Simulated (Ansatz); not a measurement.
```yaml
crystal:
  periodic: [false, false, false]
  atoms:
    - {symbol: Cl, position_ang: [0.300000, 0.050000, 2.434486]}
    - {symbol: Br, position_ang: [0.000000, 0.000000, 2.134486]}
basis:
  gaussian: {orbitals: def2-TZVP, fitting: {mean_field: cc-pVTZ-jkfit}}
hamiltonian: {xc: {name: HSE06}}
```

```sh
$ ansatz run in.yaml --threads 2 --pin off --events-out ev --progress --plain --max-ram 32768MiB --backend cpu
```

It prints (some lines left out):

```
Functional definition: HSE06
328 factors; integrals over basis functions are off by at most 3.3e-1 eV
328 factors; integrals over basis functions are off by at most 1.8e-7 eV
mean field evaluation 1: about -80554.5794 eV, gradient 1.9e2 eV
mean field evaluation 2: about -80391.5026 eV, gradient 3.4e2 eV
mean field evaluation 4: about -80592.4488 eV, gradient 2.3e1 eV
mean field evaluation 8: about -80592.9689 eV, gradient 3.0e-1 eV
mean field evaluation 16: about -80592.9470 eV, gradient 3.8e0 eV
mean field evaluation 32: about -80592.9713 eV, gradient 1.3e-1 eV
mean field evaluation 64: about -80592.9689 eV, gradient 3.5e-2 eV
mean field evaluation 96: about -80592.9713 eV, gradient 3.0e-6 eV
mean field -80592.99370521 eV, -2961.7378907732 hartree, gradient 1.4e-5 eV, S^2 0.000000; 14 other end points of the search recorded, 0 dependent functions left out
reference -80592.99372661 eV, -2961.7378915597 hartree; 26, 26 occupied and 59, 59 virtual orbitals, 328 factors
Total energy: -80592.99372661 eV, -2961.7378915597 hartree
```

Something in this input is off. What?

One atom was put on top of another. The calculation finished and met its thresholds. The result belongs to that input, not to the molecule as meant.

HSE06 is defined as in plane-wave codes.
